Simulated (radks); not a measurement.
Problem. Valence configurations of Te+ (all share [Kr]). Calculated with a radial shooting solver on a logarithmic mesh with Libxc functionals: Dirac Kohn-Sham, PBE, spin-unpolarised, spherical densities, finite nucleus; open shells fill j = l - 1/2 first; Fermi nuclear charge, rms radius 4.7423 fm. Order these by energy: 4d8 5s2 5p5; 4d7.5 5s2 5p5.5; 4d10 5s1 5p4; 4d10 5s2 5p3; 4d8.5 5s2 5p4.5; 4d9 5s2 5p4; 4d10 5s1.5 5p3.5.

Solution. From the lowest, in eV above it: 4d10 5s2 5p3 0.000; 4d10 5s1.5 5p3.5 5.022; 4d10 5s1 5p4 10.090; 4d9 5s2 5p4 39.068; 4d8.5 5s2 5p4.5 60.525; 4d8 5s2 5p5 83.268; 4d7.5 5s2 5p5.5 107.30. NIST lists [Kr] 4d10 5s2 5p3 as the ground configuration; this level of theory agrees among the configurations tried. The energies are those of spherical spin-averaged densities, not of single terms.
